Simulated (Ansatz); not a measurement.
Harmonic frequencies (cm⁻¹) at PBE0-D4/def2-TZVP from Ansatz: 118, 132, 232, 334, 374, 510, 686, 725, 929, 1104, 1145, 2638.

Question: Which molecule is it?
A. `CC=S`
B. `F/C=[C](\F)[AlH2]`
C. `I[B]1O[BH][Zn]1`
D. `Cl[C@H]1O[C@@H]1Cl`

Answer: C.
